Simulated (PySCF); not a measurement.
Excitations are Tamm–Dancoff values on a coarser integration grid. The basis has no diffuse functions, so Rydberg states are missing or too high.

Cartesian coordinates (Å):
SMILES: BOCC
```xyz
11

B      1.8214     0.1004    -0.7351
O      0.9248    -0.5239     0.0377
C     -0.1561     0.1632     0.6540
C     -1.4695    -0.3221     0.0932
H      1.7395     1.2873    -0.9216
H      2.6860    -0.5720    -1.2178
H     -0.0367     1.2420     0.5055
H     -0.0958    -0.0433     1.7263
H     -2.3012     0.1644     0.6079
H     -1.5447    -0.0945    -0.9723
H     -1.5677    -1.4015     0.2223
```
Charge 0, spin multiplicity 1.

Q: Predict the T1 excitation (TDA), total energy and dipole moment from PBE0-D4/def2-TZVP run with PySCF 2.14.0.

A: 
- T1 excitation (TDA) = 5.70 eV
- total energy = -180.3763 Ha
- dipole moment = 1.78 D
